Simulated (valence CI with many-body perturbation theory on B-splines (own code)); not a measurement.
Which ion has this spectrum?

A relativistic CI+MBPT calculation for an atom or ion with 31 electrons gives these levels (cm⁻¹):

```tsv
J	Parity	E	g
1/2	odd	0	0.66
3/2	odd	230798	1.33
1/2	even	488921	2.39
3/2	even	657965	1.69
5/2	even	701354	1.41
3/2	even	768495	0.92
1/2	even	796154	1.16
5/2	even	915087	1.38
1/2	even	1027400	1.78
3/2	even	1029389	1.21
3/2	even	1119250	0.83
5/2	even	1158177	1.20
3/2	odd	1276462	1.34
3/2	odd	1460363	1.35
```

The energies are calculated, and their last digits are not significant.

(1) Which is it?
A. Pr28+
B. Pm30+
C. Nd29+
D. Ce27+

## Answers

(1) A. Pr28+, ground level (4s^2 4p1/2) J=1/2.
